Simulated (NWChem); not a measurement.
System: CHF$_{2}$NOSi; SMILES N#CO[SiH](F)F

```xyz
7

N      0.2331    -2.9529    -0.1244
C     -0.1109    -1.8652     0.0861
O     -0.5193    -0.6755     0.3366
Si    -0.0067     0.7796    -0.3298
F      1.4239     1.1278     0.2843
F     -1.0744     1.8366     0.1982
H      0.0440     0.7095    -1.7923
```
Atoms are numbered in this order, from 1.

Program: NWChem. Pople sets run with spherical d functions. The geometry was optimised at PBE0/def2-SVP. Level: PBE/6-31G* with SMD (1 M gas to 1 M solution), gas-phase geometry. Reactions with the solvent are ignored.

For solvent cyclohexane:

```yaml
cavity-dispersion-structure term (kcal/mol): 2.1
dipole in solution (D): 3.77
```

### Question
How do the values read with solvent water instead?

### Answer
The cavity-dispersion-structure term (kcal/mol) comes out as 6.1 and the dipole in solution (D) comes out as 4.20.
